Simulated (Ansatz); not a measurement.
`C#CS[SiH3]` + `C#C[SeH]` → `C#C[Se][SiH3]` + `C#CS` at 500 K and 1 bar (ligand exchange at the Si–S bond).

Program: Ansatz. Geometries: PBE0-D4/def2-TZVP. ΔE: electronic, gas phase. CBS: MP2 limit from def2 TZ/QZ plus the TZ coupled-cluster correction, frozen cores. This one scheme is used for every species. For Se outer-core shells are correlated without core-valence functions, which leaves a few kJ/mol of doubt a bond. Scalar relativity is left out up to krypton. One conformer a species, not always the lowest.

```
        species  CCSD(T)/CBS energy (Eh)  H − E (kJ/mol)  S (J/(mol·K))
   `C#CS[SiH3]`               -765.30294           159.1          375.5
     `C#C[SeH]`              -2477.92583            95.6          312.1
`C#C[Se][SiH3]`              -2768.23066           157.8          392.1
         `C#CS`               -475.00020            98.3          297.2
```

H − E and S are ideal-gas, rigid-rotor, harmonic terms from PBE0-D4/def2-TZVP, for one conformer and one mirror image of each species. 1 Eh = 2625.50 kJ/mol, R = 8.31446 J/(mol·K).

**Question.** By hand: ΔE, ΔH, ΔS and ΔG.

**Answer.** ΔE = (-2768.23066) + (-475.00020) − (-765.30294) − (-2477.92583) = -0.00209 Eh = -5.5 kJ/mol. Δ(H − E) = 157.8 + 98.3 − 159.1 − 95.6 = 1.4, so ΔH = -4.1 kJ/mol. ΔS = 392.1 + 297.2 − 375.5 − 312.1 = 1.7 J/(mol·K). ΔG = -4.1 − 500 × (1.7)/1000 = -4.9 kJ/mol.

**Question.** By hand: the equilibrium constant, and the temperature at which ΔG would vanish if ΔH and ΔS stayed fixed.

**Answer.** log₁₀ K = −ΔG/(RT ln 10) = 0.5. ΔH and −TΔS have one sign here, so there is no such temperature. One of them is within its doubt of zero, so this could turn.

The number of gas molecules stays the same, so ΔS is small and ΔH decides. The sign of ΔG lies within the doubt. A doubt of 5 kJ/mol in ΔE shifts log₁₀ K by 0.5 here. Other conformers and mirror images would add mixing entropy, several J/(mol·K) or more a flexible species. These are equilibria of isolated gas molecules and say nothing of rates. Largest T1 diagnostic: 0.013 (customary marks: 0.02 for closed shells, 0.045 for open ones).
